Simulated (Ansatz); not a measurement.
Reaction (cleavage of the Si–Ge bond): `O[SiH2][GeH3]` + `CNC` → `CN(C)[SiH2]O` + GeH₄

Computed with Ansatz on PBE0-D4/def2-TZVP structures; ΔE is electronic, products minus reactants. CCSD(T)/CBS is the MP2 limit (def2-TZVPP, def2-QZVPP) plus CCSD(T) − MP2 in def2-TZVPP, frozen cores. Functionals use def2-TZVPP. B3LYP here is the variant with VWN-RPA as its local correlation; programs differ in this. HSE06 is defined as in plane-wave codes. For Ge outer-core shells are correlated without core-valence functions, which leaves a few kJ/mol of doubt a bond. Scalar relativity is left out up to krypton. Each species was taken in one conformer, which may not be the lowest.

```csv
level,ΔE (kJ/mol),difference from CCSD(T)/CBS
LDA (SPW92),-58.4,1.0
PBE-D4,-48.1,11.3
r2SCAN-D4,-56.8,2.6
B97M-V,-60.8,-1.4
PBE0-D4,-51.1,8.3
B3LYP-D4,-59.9,-0.5
r2SCANh-D4,-57.2,2.2
r2SCAN0-D4,-57.9,1.5
HSE06-D4,-50.7,8.7
BHLYP-D4,-63.2,-3.8
CAM-B3LYP-D4,-65.0,-5.6
ωB97M-V,-63.0,-3.6
B2PLYP,-60.1,-0.7
PBE-QIDH,-58.1,1.3
PBE,-43.9,15.5
BLYP,-49.6,9.8
r2SCAN,-55.4,4.0
PBE0,-47.5,11.9
B3LYP,-53.5,5.9
r2SCANh,-55.8,3.6
HSE06,-47.4,12.0
BHLYP,-59.7,-0.3
CAM-B3LYP,-61.4,-2.0
LC-ωPBE,-55.4,4.0
RPA@PBE/def2-TZVPP,-61.3,-1.9
HF/def2-SVP,-62.4,-3.0
MP2/def2-SVP,-70.2,-10.8
CCSD/def2-SVP,-63.9,-4.5
CCSD(T)/def2-SVP,-64.9,-5.5
HF/def2-TZVPP,-62.0,-2.6
MP2/def2-TZVPP,-68.0,-8.6
SCS-MP2/def2-TZVPP,-67.0,-7.6
CCSD/def2-TZVPP,-60.8,-1.4
CCSD(T)/def2-TZVPP,-61.8,-2.4
HF/def2-QZVPP,-63.5,-4.1
MP2/def2-QZVPP,-67.1,-7.7
SCS-MP2/def2-QZVPP,-66.5,-7.1
HF/CBS(def2),-63.7,-4.3
MP2/CBS(def2),-65.6,-6.2
CCSD/CBS(def2),-58.4,1.0
CCSD(T)/CBS,-59.4,0
```

Largest T1 diagnostic among the species: 0.012.

Leaving LDA and LC-ωPBE aside and taking each functional with its dispersion term where it has one, the values spread over 16.9 kJ/mol, from CAM-B3LYP-D4 to PBE-D4. LDA lies −14.5 kJ/mol from PBE without D4. At CCSD(T), def2-SVP lies −5.5 kJ/mol from the extrapolated value and def2-TZVPP −2.4 kJ/mol.
